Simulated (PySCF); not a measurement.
C₄H₇O₂, SMILES C1OCCO[CH]1, multiplicity 2.

Coordinates come from a B3LYP-D3(BJ)/def2-SVP optimisation. The isomer is the one that the SMILES or the coordinates give; other isomers of the formula were not compared. One conformer was computed; it need not be the lowest.

Computed with TDA-M06-2X/def2-SVPD (PySCF).

Vertical excitations. Gas-phase values at a fixed geometry.

Computed lowest excited states:
| state | energy (eV) | λ (nm) | f | main pairs |
|---|---|---|---|---|
| root 1 | 4.90 | 253 | 0.004 | α HOMO→LUMO 56 %, α HOMO→LUMO+1 21 %, β HOMO→LUMO 6 % |
| root 2 | 4.95 | 250 | 0.004 | β HOMO→LUMO 77 % |
| root 3 | 5.55 | 224 | 0.001 | α HOMO→LUMO+4 75 % |
| root 4 | 5.86 | 211 | 0.007 | α HOMO→LUMO+1 50 %, α HOMO→LUMO 35 % |
| root 5 | 5.92 | 209 | 0.038 | α HOMO→LUMO+2 67 %, α HOMO→LUMO+1 10 %, α HOMO→LUMO+5 10 % |
| root 6 | 6.21 | 200 | 0.019 | α HOMO→LUMO+3 75 %, β HOMO−1→LUMO 5 % |
| root 7 | 6.35 | 195 | 0.036 | α HOMO→LUMO+3 10 %, β HOMO−1→LUMO 61 %, β HOMO−2→LUMO 14 % |
| root 8 | 6.69 | 185 | 0.001 | α HOMO→LUMO+5 61 %, α HOMO→LUMO+2 12 %, α HOMO→LUMO+9 11 % |
| root 9 | 6.84 | 181 | 0.016 | β HOMO−2→LUMO 60 %, β HOMO−1→LUMO 14 % |
| root 10 | 7.14 | 174 | 0.018 | α HOMO→LUMO+7 43 %, α HOMO→LUMO+6 15 %, α HOMO→LUMO+8 11 %, α HOMO→LUMO+5 9 % |
Unrestricted roots are not spin-pure.
